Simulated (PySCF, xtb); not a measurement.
hydrogen telluride (H2Te), SMILES [TeH2].

xtb 6.7.1 with GFN2-xTB at its own geometry gives an orbital gap of 4.49 eV and a dipole moment of 0.38 D.

The structure is a stationary point at PBE0-D3(BJ)/def2-TZVPD. The def2 effective core potentials stand for the cores of Te; spin–orbit coupling is left out.

Problem. What does PBE0/def2-TZVPD (PySCF) give? (An estimate is asked for; the answer gives what the named calculation found.)

Solution. gap 5.82 eV (levels -6.59 and -0.77 eV), dipole 0.17 D.
